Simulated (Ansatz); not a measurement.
Computed with Ansatz on PBE0-D4/def2-TZVP structures; ΔE is electronic, products minus reactants. CCSD(T)/CBS adds triple-zeta CCSD(T) − MP2 to the extrapolated MP2 energy (def2 sets, frozen cores). DFT in def2-TZVPP. B3LYP here is the variant with VWN-RPA as its local correlation; programs differ in this. Each species was taken in one conformer, which may not be the lowest.

Consider the redistribution: `[SiH3][NH][AlH][SiH2]Cl` + `F[SiH2]C[SiH2]F` → `F[SiH2][AlH][NH][SiH3]` + `F[SiH2]C[SiH2]Cl`.

```
          level  ΔE (eV)
        PBE0-D4     0.13
        ωB97X-V     0.12
            PBE     0.11
           PBE0     0.12
          B3LYP     0.11
  HF/def2-TZVPP     0.12
CCSD/def2-TZVPP     0.13
 MP2/def2-QZVPP     0.14
```

(1) What does CCSD(T)/CBS give? (Best estimate.)

Largest T1 diagnostic among the species: 0.012.

## Answers

(1) Computed: +0.13 eV. The listed levels differ from it by 0.00, -0.01, -0.02, -0.01, -0.02, -0.01, 0.00, 0.01 eV.
